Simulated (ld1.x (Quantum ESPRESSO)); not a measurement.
# dysprosium, TM semilocal: configuration errors across variants

- Element: Dy (Z = 66)
- Generator: ld1.x (Quantum ESPRESSO) 7.5
- Type: norm-conserving Troullier–Martins (semilocal form)
- Functional: PBEsol
- Relativity: scalar-relativistic
- Frozen core: [Kr] 4d10
- Valence charge: 20
- Reference configuration: 4f10 5s2 5p6 5d0 6s1 6p0 (charge +1)
- Partial waves: 5p (bound): rc 2.20 bohr; 5d (bound, empty): rc 3.55 bohr; 4f (bound): rc 1.30 bohr; 5s (bound): rc 1.80 bohr
- Local potential: the s channel
- Core correction: none

Occupied shells without a wave of their own: 6s. They enter only through the test configuration that unscreens the potential.

All-electron excitation energies from the reference (eV): (1) 4f10 5s2 5p6 5d0 6s2 6p0 -6.251; (2) 4f10 5s2 5p6 5d0 6s0 6p0 11.555; (3) 4f9 5s2 5p6 5d0 6s0 6p0 37.255; (4) 4f8 5s2 5p6 5d0 6s0 6p0 82.004; (5) 4f10 5s2 5p6 5d0 6s1.5 6p0 -3.760; (6) 4f9 5s2 5p6 5d1 6s2 6p0 -1.857.

A semilocal file is local in each channel, so a ghost entry of none says nothing of the separable form that plane-wave codes build from it.

For the base: The 6s level has no wave, so the channel is fitted at the deeper level alone: the likely source of the large errors.

Tests that are not counted but printed errors over 1 eV. “base”: 4f10 5s2 5p6 5d0 6s1 6p1 (pseudo-atom not self-consistent, printed error -2379 eV). “all radii scaled by about 0.79 (s 1.42, p 1.74, d 2.80, f 1.02 bohr)”: 4f10 5s2 5p6 5d0 6s1 6p1 (pseudo-atom not self-consistent, printed error -1911 eV). “all radii scaled by about 0.88 (s 1.58, p 1.94, d 3.12, f 1.14 bohr)”: 4f10 5s2 5p6 5d0 6s1 6p1 (pseudo-atom not self-consistent, printed error -2349 eV). “all radii scaled by about 1.14 (s 2.04, p 2.50, d 4.04, f 1.48 bohr)”: 4f10 5s2 5p6 5d0 6s1 6p1 (solver errors, printed error -9.9 eV). “all radii scaled by about 1.39 (s 2.50, p 3.06, d 4.92, f 1.80 bohr)”: 4f10 5s2 5p6 5d0 6s1 6p1 (solver errors, printed error -3.6 eV).

The file “base” misses its own reference levels by 0.4 eV. The file “all radii scaled by about 1.14 (s 2.04, p 2.50, d 4.04, f 1.48 bohr)” misses its own reference levels by 1.0 eV. The file “all radii scaled by about 1.39 (s 2.50, p 3.06, d 4.92, f 1.80 bohr)” misses its own reference levels by 2.6 eV.

Errors AE − PS in meV (a dash: test not solved or not reliable):

```csv
change,(1),(2),(3),(4),(5),(6),bound ghosts
base,+336,-617,-945,-966,+195,+514,none
"all radii scaled by about 0.79 (s 1.42, p 1.74, d 2.80, f 1.02 bohr)",+61,-111,-196,-449,+35,+15,none
"all radii scaled by about 0.88 (s 1.58, p 1.94, d 3.12, f 1.14 bohr)",+129,-237,-369,-478,+75,+151,none
"all radii scaled by about 1.14 (s 2.04, p 2.50, d 4.04, f 1.48 bohr)",+770,-1416,-2197,-2399,+448,+1224,none
"all radii scaled by about 1.39 (s 2.50, p 3.06, d 4.92, f 1.80 bohr)",+1975,-3515,-5298,-6109,+1145,+3014,none
```

Problem. Give the same row for: all radii scaled by about 1.23 (s 2.22, p 2.72, d 4.38, f 1.60 bohr).

Solution. +1167, -2133, -3299, -3740, +679, +1830; bound ghosts: none. Not counted: 4f10 5s2 5p6 5d0 6s1 6p1 (an occupied level unbound or not found, printed error -10.3 eV).
